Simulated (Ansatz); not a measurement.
`BC(=C)[SiH2]C` → B• + 3 C• + 9 H• + Si•  (atomization)

Gas-phase electronic energies from Ansatz, PBE0-D4/def2-TZVP geometries. CCSD(T)/CBS is the MP2 limit (def2-TZVPP, def2-QZVPP) plus CCSD(T) − MP2 in def2-TZVPP, frozen cores. This one scheme is used for every species, atoms too. DFT in def2-TZVPP. B3LYP here is the variant with VWN-RPA as its local correlation; programs differ in this. HSE06 is defined as in plane-wave codes. No spin–orbit coupling; open shells (•) take unrestricted orbitals. Spin–orbit coupling would lower the free atoms: a little for B, C, Si. Each species was taken in one conformer, which may not be the lowest.

| level | ΔE (kJ/mol) |
| --- | --- |
| HSE06-D4 | 5266.1 |
| BHLYP-D4 | 5172.0 |
| B2PLYP | 5203.3 |
| PBE | 5278.7 |
| B3LYP | 5217.7 |
| HSE06 | 5243.3 |
| CAM-B3LYP | 5251.0 |
| MP2/def2-TZVPP | 5168.8 |

(1) What does CCSD(T)/CBS give? (An estimate is asked.)

(2) What do rigid-rotor, harmonic-oscillator terms from PBE0-D4/def2-TZVP frequencies (298.15 K, 1 bar) make of the CCSD(T)/CBS value? (An estimate is asked.)

Largest T1 diagnostic among the species: 0.014.

Answers

(1) Ansatz gave: +5236.4 kJ/mol. The listed levels differ from it by 29.7, -64.4, -33.1, 42.3, -18.7, 6.9, 14.6, -67.6 kJ/mol.

(2) Ansatz gave: ΔZPE = -280.8 kJ/mol, ΔH = +5018.8 kJ/mol, ΔS = 1470 J/(mol·K), ΔG = +4580.6 kJ/mol. Open shells count their whole term as degenerate.

From PBE to PBE0 (25 % exact exchange), in def2-TZVPP and without D4, ΔE moves by −40.1 kJ/mol: exact exchange takes away binding that semilocal exchange gives to molecules. In def2-TZVPP, CCSD(T) changes the Hartree–Fock value by +1079.7 kJ/mol (the triples alone add +60.1 kJ/mol) and MP2 by +1122.6 kJ/mol; breaking electron pairs costs correlation energy, which Hartree–Fock lacks.

For atomizations the MP2-based limit and the directly extrapolated one differ by several kJ/mol either way, and by 10 to 25 for some Ge, Se and Sn compounds, so smaller differences from it don't rank the levels.
